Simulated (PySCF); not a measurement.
**[Sm(NH3)]3+ relaxed at several levels**

Computed with PySCF 2.14.0, def2-SVP on the ligands, density fitting, scalar-relativistic core potentials, no spin-orbit coupling, vacuum. Each row is relaxed at its own level from the same template. Distances are means of the shortest metal–ligand contacts, charges and spins Mulliken's; removal energies are rigid, with the ligand's formal charge and no counterpoise, so too large; for an anion taken off a cation in vacuum most of it is the attraction of opposite charges, and multiply charged cations can part far more cheaply with an electron moved from ligand to metal. lcecp potentials hold a fixed number of 4f electrons in the core, out of states, spins and gaps.

```csv
level,basis on the metal,point group,M–NH3 (Å),charge on M (e),removal of one NH3 (eV),unstable modes (below −25 cm⁻¹)
TPSS,lcecp-1-SVP with ECP51,C3v,2.397,2.47,5.50,not given
```

What does the calculation give for PBE0, lcecp-1-SVP with ECP51?

point group: C3v, M–NH3 (Å): 2.373, charge on M (e): 2.49, removal of one NH3 (eV): 5.50, unstable modes (below −25 cm⁻¹): 0.
```xyz
5

Sm    0.0000    0.0000   -0.1532
N     0.0000    0.0000    2.2196
H     0.9412    0.0000    2.6777
H    -0.4706    0.8151    2.6777
H    -0.4706   -0.8151    2.6777
```

One start shape was tried for each, so a minimum needn't be the lowest isomer.
